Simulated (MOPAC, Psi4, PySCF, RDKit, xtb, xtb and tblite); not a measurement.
Relaxed torsion scan: C₈H₈O₂, SMILES Cc1ccccc1C(=O)O. Scanned: dihedral O9–C8–O10–H18; all other coordinates were relaxed at GFN2-xTB. Points at φ and −φ are mirror images.

Geometry of the scan point at 120° (Å):
```
18

C     -0.9173    -1.9791    -0.1659
C      0.0571    -0.8556    -0.0398
C      1.4134    -1.1326     0.0903
C      2.3536    -0.1244     0.1957
C      1.9522     1.2017     0.1746
C      0.6105     1.5018     0.0607
C     -0.3463     0.4897    -0.0439
C     -1.7733     0.8677    -0.1834
O     -2.6481     0.1504    -0.5806
O     -2.0663     2.1541     0.2002
H     -0.4239    -2.9343    -0.0026
H     -1.7350    -1.8702     0.5436
H     -1.3633    -1.9744    -1.1590
H      1.7371    -2.1634     0.1030
H      3.4005    -0.3720     0.2897
H      2.6808     1.9949     0.2459
H      0.2924     2.5339     0.0249
H     -1.8400     2.3123     1.1216
```

- GFN2-xTB (xtb and tblite)
- MMFF94 // GFN2-xTB (RDKit)
- PBE0/def2-SVP // GFN2-xTB (Psi4)
- PBE0-D3(BJ)/def2-SVP // GFN2-xTB (Psi4)
- PBE/def2-SVP // GFN2-xTB (Psi4)
- PBE-D3(BJ)/def2-SVP // GFN2-xTB (Psi4)
- UFF // GFN2-xTB (RDKit)
- PM7, restricted, heats of formation // GFN2-xTB (MOPAC)
- AM1, restricted, heats of formation // GFN2-xTB (MOPAC)
- GFN1-xTB // GFN2-xTB (xtb)
- RKS-B3LYP/6-31G* = PySCF 2.14.0 with restricted B3LYP/6-31G*, spherical d, density fitting // GFN2-xTB
- RHF/STO-3G = restricted Hartree-Fock/STO-3G // GFN2-xTB (PySCF 2.14.0)

Least-squares fit of E(φ) = a0 + Σ (a_n cos nφ + b_n sin nφ), n = 1 to 4, to the 24 scan points, in kcal/mol above the lowest point of each profile (levels whose profile four harmonics don't fit are not listed):

```tsv
method	a0	a1	b1	a2	b2	a3	b3	a4	b4	rms of fit
GFN2-xTB	7.70	-3.02	0.00	-4.65	0.00	-0.16	0.00	0.15	0.00	0.02
MMFF94	9.47	-4.06	0.00	-5.23	0.00	-0.41	0.00	0.30	0.00	0.09
PBE0/def2-SVP	7.67	-2.73	0.00	-4.79	0.00	-0.33	0.00	0.25	0.00	0.10
PBE0-D3(BJ)/def2-SVP	7.60	-2.66	0.00	-4.80	0.00	-0.33	0.00	0.25	0.00	0.10
PBE/def2-SVP	7.54	-2.53	0.00	-4.93	0.00	-0.27	0.00	0.27	0.00	0.10
PBE-D3(BJ)/def2-SVP	7.46	-2.44	0.00	-4.94	0.00	-0.27	0.00	0.27	0.00	0.09
UFF	2.39	0.32	0.00	-2.88	0.00	-0.37	0.00	0.65	0.00	0.18
PM7	5.72	-3.07	0.00	-2.66	0.00	-0.09	0.00	0.11	0.00	0.03
AM1	6.14	-2.89	0.00	-3.18	0.00	-0.15	0.00	0.11	0.00	0.05
GFN1-xTB	8.04	-3.93	0.00	-4.01	0.00	-0.18	0.00	0.11	0.00	0.05
RKS-B3LYP/6-31G*	7.76	-2.80	0.00	-4.78	0.00	-0.34	0.00	0.24	0.00	0.11
RHF/STO-3G	6.63	-2.94	0.00	-3.21	0.00	-0.49	0.00	0.04	0.00	0.06
```
